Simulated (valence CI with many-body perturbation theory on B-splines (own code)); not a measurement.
## E1 line list for Tc⁹⁺

Calculated by relativistic CI+MBPT: six valence electrons over a frozen Dirac-Fock core [Ar] 3d10, a basis of 9 s, 9 p, 8 d, 6 f, 3 g, 1 h functions for each j, with the one-electron correlation potential Σ1 (screened to all orders), the two-electron term Σ2, the three-electron term Σ3, Breit, model QED; selected single and double excitations, second order for the rest, scaled by the run's own slope (own B-spline code, finite nucleus).

No measured spectrum was set against this ion. As an estimate, levels hold to about 250 cm⁻¹ or 0.2 % of their energy and the worst to 1 %, as in measured heavy ions of charge 2 to 7; those with d or f electrons hold less well. Among the levels kept, up to 1500 cm⁻¹ of a level comes from second order outside the variational space, and about a tenth of that is noise between levels of different J, which matters for small intervals.

Lines 1 to 50 of 86 in falling wavelength, among levels below 472140 cm⁻¹, chosen from the strongest by gf and those to the six lowest levels. Wavelengths and rates use the calculated energies, so an error of 700 cm⁻¹ moves a line at 53.64 nm by 0.38 % and its rate by three times that or more. Electric multipoles are in the length gauge, E1 and E2 with the static RPA response of the core. Weak lines are less certain than strong ones. Lines between different terms over intervals too small for the method are left out, as are lines whose strength nearly cancels. The highest levels of a list are the least certain.

Names give the largest LS component (configuration and term), which can be under half, so a name can repeat, a term be missing and a line seem to break the LS rules; names also repeat where a configuration has a term twice. Letters in brackets count levels of one name in rising energy.

| λ vac (nm) | Upper | Lower | A (s⁻¹) | log gf | Branch % |
| --- | --- | --- | --- | --- | --- |
| 53.64 | 4s 4p5 3P°_1 | 4s2 4p4 1S_0 | 6.91e+07 | -2.05 | 1.3 |
| 46.94 | 4s 4p5 3P°_2 | 4s2 4p4 1D_2 | 2.95e+08 | -1.31 | 7.1 |
| 43.83 | 4s 4p5 3P°_1 | 4s2 4p4 1D_2 | 7.84e+07 | -2.17 | 1.5 |
| 43.68 | 4s 4p5 3P°_2 | 4s2 4p4 3P_1 | 9.00e+08 | -0.89 | 21.5 |
| 41.65 | 4s 4p5 1P°_1 | 4s2 4p4 1S_0 | 6.12e+08 | -1.32 | 5.0 |
| 40.97 | 4s 4p5 3P°_1 | 4s2 4p4 3P_1 | 9.77e+08 | -1.13 | 18.9 |
| 39.96 | 4s 4p5 3P°_1 | 4s2 4p4 3P_0 | 1.28e+09 | -1.04 | 24.8 |
| 39.40 | 4s 4p5 3P°_2 | 4s2 4p4 3P_2 | 2.98e+09 | -0.46 | 71.4 |
| 38.93 | 4s 4p5 3P°_0 | 4s2 4p4 3P_1 | 4.61e+09 | -0.98 | 100.0 |
| 37.19 | 4s 4p5 3P°_1 | 4s2 4p4 3P_2 | 2.77e+09 | -0.76 | 53.5 |
| 36.79 | 4s2 4p3 4d 5D°_1 | 4s2 4p4 1S_0 | 4.62e+05 | -4.55 | 0.0 |
| 35.48 | 4s 4p5 1P°_1 | 4s2 4p4 1D_2 | 1.05e+10 | -0.22 | 85.1 |
| 33.59 | 4s2 4p3 4d 3D°_1 [a] | 4s2 4p4 1S_0 | 4.75e+06 | -3.62 | 1.0 |
| 33.59 | 4s 4p5 1P°_1 | 4s2 4p4 3P_1 | 1.17e+08 | -2.23 | 0.9 |
| 32.91 | 4s 4p5 1P°_1 | 4s2 4p4 3P_0 | 5.63e+06 | -3.56 | 0.0 |
| 31.96 | 4s2 4p3 4d 5D°_2 | 4s2 4p4 1D_2 | 6.13e+06 | -3.33 | 1.1 |
| 31.94 | 4s2 4p3 4d 5D°_3 | 4s2 4p4 1D_2 | 3.63e+06 | -3.41 | 1.2 |
| 31.90 | 4s2 4p3 4d 5D°_1 | 4s2 4p4 1D_2 | 1.59e+07 | -3.14 | 1.6 |
| 31.00 | 4s 4p5 1P°_1 | 4s2 4p4 3P_2 | 1.11e+09 | -1.32 | 9.0 |
| 30.61 | 4s2 4p3 4d 3D°_2 [a] | 4s2 4p4 1D_2 | 4.49e+07 | -2.50 | 5.9 |
| 30.44 | 4s2 4p3 4d 5D°_0 | 4s2 4p4 3P_1 | 5.80e+08 | -2.09 | 100.0 |
| 30.41 | 4s2 4p3 4d 5D°_2 | 4s2 4p4 3P_1 | 1.33e+05 | -5.03 | 0.0 |
| 30.35 | 4s2 4p3 4d 5D°_1 | 4s2 4p4 3P_1 | 1.77e+08 | -2.13 | 17.7 |
| 30.17 | 4s2 4p3 4d 3D°_1 [b] | 4s2 4p4 1S_0 | 1.64e+08 | -2.17 | 2.2 |
| 29.80 | 4s2 4p3 4d 5D°_1 | 4s2 4p4 3P_0 | 8.37e+07 | -2.48 | 8.4 |
| 29.64 | 4s2 4p3 4d 3D°_3 [a] | 4s2 4p4 1D_2 | 9.87e+05 | -4.04 | 1.2 |
| 29.46 | 4s2 4p3 4d 3D°_1 [a] | 4s2 4p4 1D_2 | 3.57e+06 | -3.86 | 0.8 |
| 29.31 | 4s2 4p3 4d 3P°_1 | 4s2 4p4 1S_0 | 5.72e+07 | -2.66 | 0.4 |
| 29.24 | 4s2 4p3 4d 3F°_2 [a] | 4s2 4p4 1D_2 | 2.99e+04 | -5.72 | 0.0 |
| 29.19 | 4s2 4p3 4d 3D°_2 [a] | 4s2 4p4 3P_1 | 1.29e+07 | -3.09 | 1.7 |
| 28.91 | 4s2 4p3 4d 3F°_3 [a] | 4s2 4p4 1D_2 | 4.59e+07 | -2.40 | 17.1 |
| 28.28 | 4s2 4p3 4d 5D°_2 | 4s2 4p4 3P_2 | 5.46e+08 | -1.48 | 98.9 |
| 28.26 | 4s2 4p3 4d 5D°_3 | 4s2 4p4 3P_2 | 2.88e+08 | -1.62 | 98.8 |
| 28.23 | 4s2 4p3 4d 5D°_1 | 4s2 4p4 3P_2 | 7.23e+08 | -1.59 | 72.3 |
| 28.23 | 4s2 4p3 4d 3G°_3 | 4s2 4p4 1D_2 | 2.05e+08 | -1.77 | 12.9 |
| 28.14 | 4s2 4p3 4d 3D°_1 [a] | 4s2 4p4 3P_1 | 7.53e+07 | -2.57 | 16.6 |
| 27.94 | 4s2 4p3 4d 3F°_2 [a] | 4s2 4p4 3P_1 | 2.81e+06 | -3.78 | 0.6 |
| 27.83 | 4s2 4p3 4d 1S°_0 | 4s2 4p4 3P_1 | 4.87e+07 | -3.25 | 100.0 |
| 27.66 | 4s2 4p3 4d 3D°_1 [a] | 4s2 4p4 3P_0 | 5.15e+07 | -2.75 | 11.3 |
| 27.22 | 4s2 4p3 4d 3D°_2 [a] | 4s2 4p4 3P_2 | 6.99e+08 | -1.41 | 92.4 |
| 26.90 | 4s2 4p3 4d 1P°_1 | 4s2 4p4 1S_0 | 9.43e+08 | -1.51 | 0.7 |
| 26.80 | 4s2 4p3 4d 3D°_1 [b] | 4s2 4p4 1D_2 | 1.49e+09 | -1.32 | 20.4 |
| 26.58 | 4s2 4p3 4d 1D°_2 | 4s2 4p4 1D_2 | 7.50e+08 | -1.40 | 26.5 |
| 26.53 | 4s2 4p3 4d 3S°_1 | 4s2 4p4 1S_0 | 6.94e+08 | -1.66 | 0.6 |
| 26.45 | 4s2 4p3 4d 3D°_3 [a] | 4s2 4p4 3P_2 | 8.10e+07 | -2.23 | 98.8 |
| 26.30 | 4s2 4p3 4d 3D°_1 [a] | 4s2 4p4 3P_2 | 3.19e+08 | -2.00 | 70.2 |
| 26.13 | 4s2 4p3 4d 3F°_2 [a] | 4s2 4p4 3P_2 | 4.99e+08 | -1.59 | 99.4 |
| 26.11 | 4s2 4p3 4d 3P°_1 | 4s2 4p4 1D_2 | 3.27e+09 | -1.00 | 22.8 |
| 25.87 | 4s2 4p3 4d 3F°_3 [a] | 4s2 4p4 3P_2 | 2.22e+08 | -1.81 | 82.9 |
| 25.73 | 4s2 4p3 4d 3D°_2 [b] | 4s2 4p4 1D_2 | 2.54e+06 | -3.90 | 0.2 |
